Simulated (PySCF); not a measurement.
## How the functional moves excitation energies

Ge₂H₇PSe.
Numbering: `[PH2:1][GeH2:2][Se:3][GeH3:4]` (hydrogens: H5, H6 on P1; H7, H8 on Ge2; H9, H10, H11 on Ge4)

Linear-response calculations in the def2-SVPD basis (PySCF; singlets by full response, triplets Tamm–Dancoff, core orbitals frozen in the response; HF means time-dependent Hartree–Fock). 'Strongest' is the level of largest summed f among the singlets computed (10 roots, of which the last may lack a degenerate partner); it can jump between rows when another state enters that window. S1 is the lowest singlet of each run and needn't be the same state throughout; f(S1) is that of one state. Isolated species at its PBE0-D3(BJ)/def2-SVP geometry (one conformer only). The LDA/def2-SVPD calculation is non-relativistic and has no spin–orbit coupling, an omission that weighs most on germanium and selenium.

```json
{"functional": "LDA", "kind": "LDA", "S1 (eV)": "4.14", "f(S1)": "0.014", "strongest (eV)": "5.48", "T1 (eV)": "3.79", "HOMO (eV)": "-5.77", "gap (eV)": "3.93", "ionisation energy, ΔSCF (eV)": "8.42"}
{"functional": "PBE", "kind": "GGA", "S1 (eV)": "4.22", "f(S1)": "0.015", "strongest (eV)": "5.57", "T1 (eV)": "3.82", "HOMO (eV)": "-5.68", "gap (eV)": "4.03", "ionisation energy, ΔSCF (eV)": "8.28"}
{"functional": "B3LYP", "kind": "global hybrid, 20% exact exchange", "S1 (eV)": "4.50", "f(S1)": "0.017", "strongest (eV)": "6.03", "T1 (eV)": "4.07", "HOMO (eV)": "-6.52", "gap (eV)": "5.42", "ionisation energy, ΔSCF (eV)": "8.48"}
{"functional": "PBE0", "kind": "global hybrid, 25% exact exchange", "S1 (eV)": "4.69", "f(S1)": "0.018", "strongest (eV)": "6.24", "T1 (eV)": "4.20", "HOMO (eV)": "-6.75", "gap (eV)": "5.90", "ionisation energy, ΔSCF (eV)": "8.50"}
{"functional": "BHandHLYP", "kind": "global hybrid, 50% exact exchange", "S1 (eV)": "4.96", "f(S1)": "0.018", "strongest (eV)": "6.35", "T1 (eV)": "4.47", "HOMO (eV)": "-7.68", "gap (eV)": "7.63", "ionisation energy, ΔSCF (eV)": "8.52"}
{"functional": "CAM-B3LYP", "kind": "range-separated hybrid", "S1 (eV)": "4.80", "f(S1)": "0.016", "strongest (eV)": "6.21", "T1 (eV)": "4.33", "HOMO (eV)": "-7.95", "gap (eV)": "8.00", "ionisation energy, ΔSCF (eV)": "8.62"}
{"functional": "wB97X-D", "kind": "range-separated hybrid", "S1 (eV)": "4.89", "f(S1)": "0.018", "strongest (eV)": "6.59", "T1 (eV)": "4.45", "HOMO (eV)": "-8.51", "gap (eV)": "9.27", "ionisation energy, ΔSCF (eV)": "8.61"}
{"functional": "LC-wPBE", "kind": "range-separated hybrid", "S1 (eV)": "5.14", "f(S1)": "0.015", "strongest (eV)": "6.98", "T1 (eV)": "4.61", "HOMO (eV)": "-9.26", "gap (eV)": "10.37", "ionisation energy, ΔSCF (eV)": "8.73"}
{"functional": "HF", "kind": "Hartree–Fock", "S1 (eV)": "5.62", "f(S1)": "0.021", "strongest (eV)": "7.16", "T1 (eV)": "4.90", "HOMO (eV)": "-9.17", "gap (eV)": "10.99", "ionisation energy, ΔSCF (eV)": "not settled"}
```

S1 runs from 4.14 eV (LDA) to 5.62 eV (HF), a spread of 1.47 eV, while the orbital gap spreads over 7.1 eV. Along PBE (0%), B3LYP (20%), PBE0 (25%), BHandHLYP (50%), HF (100%) S1 rises with the share of exact exchange. −ε(HOMO) comes closest to its own ΔSCF ionisation energy with wB97X-D (-0.10 eV) and misses most with LDA (-2.65 eV). 'Not settled' means that the ion's SCF failed to converge or may have ended in another state than the lowest.
